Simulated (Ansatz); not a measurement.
One change: `N[SiH](Cl)[GeH2][F]` becomes `N[SiH](S)Cl`.

Ansatz, PBE0-D4/def2-TZVP geometries, multiplicity 1. Each molecule was computed in one conformer, which needn't be the lowest.

Scalar relativity is left out up to krypton.

```tsv
property	`N[SiH](Cl)[GeH2][F]`
LUMO energy (PBE0/def2-TZVPP) / eV	-0.59
LUMO energy (PBE/def2-TZVPP) / eV	-1.44
HOMO–LUMO gap (PBE/def2-TZVPP) / eV	5.27
size of the dipole moment (ωB97M-V/def2-TZVPP) / D	2.17
HOMO energy (B3LYP/def2-TZVPP) / eV	-7.80
HOMO–LUMO gap (PBE0/def2-TZVPP) / eV	7.42
```

Q: What does the change do to each property? (Best estimate.)

A: Ansatz gave: 
```tsv
property	`N[SiH](S)Cl`	shift
LUMO energy (PBE0/def2-TZVPP) / eV	0.09	0.68
LUMO energy (PBE/def2-TZVPP) / eV	-0.84	0.60
HOMO–LUMO gap (PBE/def2-TZVPP) / eV	5.62	0.35
size of the dipole moment (ωB97M-V/def2-TZVPP) / D	1.49	-0.68
HOMO energy (B3LYP/def2-TZVPP) / eV	-7.44	0.36
HOMO–LUMO gap (PBE0/def2-TZVPP) / eV	7.79	0.37
```

With PBE0 the HOMO rises by 0.30 eV and the LUMO rises by 0.68 eV, so the gap widens by about 0.38 eV. PBE moves the HOMO by 0.26 eV and ωB97M-V by 0.21 eV. Dipoles are sizes alone; their direction can turn.

B3LYP here is the variant with VWN-RPA as its local correlation; programs differ in this.
